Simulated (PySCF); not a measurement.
Job file and geometry (Å, from GFN2-xTB) of an NMR shielding run on SMILES CS[SiH2]OC(C)=O, C₃H₈O₂SSi, GIAO PBE0/pcSseg-1 NMR shielding, non-relativistic, gas phase in PySCF; density fitting, a coarse starting grid and PySCF grid level 2 are the driver's defaults:

```
$ OMP_NUM_THREADS=1 python probes_run.py task.json out

{"job": {"kind": "nmr", "xc": "PBE0", "basis": "pcSseg-1"}, "charge": 0, "multiplicity": 1}
C     -3.390947     0.176412     0.742306
S     -1.793958     1.034469     0.894603
Si    -0.587099    -0.410676    -0.085523
O      0.886375     0.318760     0.027980
C      1.956700    -0.281108    -0.484074
C      3.209686     0.517987    -0.291711
O      1.879597    -1.346945    -1.030902
H     -4.136540     0.806226     1.214500
H     -3.339054    -0.781028     1.248662
H     -3.630665     0.037324    -0.306088
H     -0.980779    -0.557965    -1.479829
H     -0.590268    -1.671507     0.643150
H      3.366860     0.680932     0.772465
H      3.087258     1.490658    -0.763768
H      4.058419    -0.005550    -0.720821
```

Question: Write the output of this run.

Answer: 
```
coarse grid: 13640 points
cycle   1  E = -956.4931689378  dE =  9.749e-01  |g| = 9.384e-01  |ddm| = 3.468e+00
cycle   2  E = -956.2099954327  dE =  2.832e-01  |g| = 1.563e+00  |ddm| = 1.641e+00
cycle   3  E = -956.6451641176  dE = -4.352e-01  |g| = 2.641e-01  |ddm| = 1.115e+00
cycle   4  E = -956.6576570827  dE = -1.249e-02  |g| = 7.748e-02  |ddm| = 2.193e-01
cycle   5  E = -956.6585675676  dE = -9.105e-04  |g| = 2.302e-02  |ddm| = 5.285e-02
cycle   6  E = -956.6586821176  dE = -1.145e-04  |g| = 4.019e-03  |ddm| = 2.020e-02
cycle   7  E = -956.6586857086  dE = -3.591e-06  |g| = 1.039e-03  |ddm| = 4.676e-03
final grid: 122688 points
cycle   8  E = -956.7222814754  dE = -1.294e-05  |g| = 1.329e-02  |ddm| = 2.298e-02
cycle   9  E = -956.7222345492  dE =  4.693e-05  |g| = 2.064e-02  |ddm| = 2.085e-02
cycle  10  E = -956.7223142338  dE = -7.968e-05  |g| = 2.455e-03  |ddm| = 1.307e-02
cycle  11  E = -956.7223153182  dE = -1.084e-06  |g| = 4.182e-04  |ddm| = 1.716e-03
cycle  12  E = -956.7223153506  dE = -3.243e-08  |g| = 1.142e-04  |ddm| = 3.730e-04
cycle  13  E = -956.7223153531  dE = -2.527e-09  |g| = 3.035e-05  |ddm| = 1.120e-04
cycle  14  E = -956.7223153534  dE = -2.378e-10  |g| = 7.511e-06  |ddm| = 3.618e-05
converged SCF energy = -956.7223153534

GIAO shielding tensors (ppm)
atom      isotropic    diamagn.    paramagn.     s11        s22        s33       span
  0 C      178.412     251.937     -73.525    168.120    173.426    193.690     25.570
  1 S      718.553    1060.999    -342.447    619.667    645.283    890.707    271.040
  2 Si     358.479     882.417    -523.938    332.971    340.586    401.879     68.908
  3 O      137.362     403.863    -266.501     -3.395    177.949    237.531    240.926
  4 C        9.831     248.945    -239.114    -92.696     47.264     74.924    167.620
  5 C      163.136     247.686     -84.550    141.792    153.321    194.295     52.503
  6 O     -132.370     403.611    -535.981   -390.360   -248.764    242.014    632.374
  7 H       29.655      28.392       1.263     23.892     26.935     38.138     14.246
  8 H       29.942      30.072      -0.130     24.003     27.843     37.980     13.976
  9 H       29.936      30.088      -0.152     23.993     27.828     37.988     13.994
 10 H       26.292      31.658      -5.366     22.488     25.398     30.990      8.502
 11 H       26.296      31.636      -5.340     22.497     25.402     30.989      8.492
 12 H       29.382      28.054       1.328     25.612     28.773     33.760      8.148
 13 H       29.378      28.084       1.294     25.610     28.761     33.763      8.152
 14 H       29.826      25.949       3.877     25.651     28.044     35.782     10.131
```

Question: Turn these shieldings into chemical shifts. δ = σ(ref) − σ, references computed at the same level: 13C (σ = 186.93 ppm) and 29Si (σ = 349.16 ppm) and 1H (σ = 31.72 ppm) vs TMS; 33S (σ = 503.73 ppm) against CS2; 17O (σ = 336.08 ppm) vs H2O.

Answer: Averaging equivalent atoms: C 4: 177.1; C 5: 23.8; C 0: 8.5; S 1: -215; Si 2: -9.3; O 6: 468.4; O 3: 198.7; H 10/11: 5.42; H 12/13/14: 2.19; H 7/8/9: 1.87 ppm. Unscaled 17O shifts of doubly bonded oxygen tend to come out too high, by tens of ppm or more. Experimental scales use liquid or dissolved standards, which lie at an offset from isolated H2O (liquid H2O: subtract about 36 ppm).

Size and cost of the density-fitted run: 173 basis functions, 29 s wall time on 1 thread of an Arm Neoverse V1, shared host; peak memory 0.78 GiB.
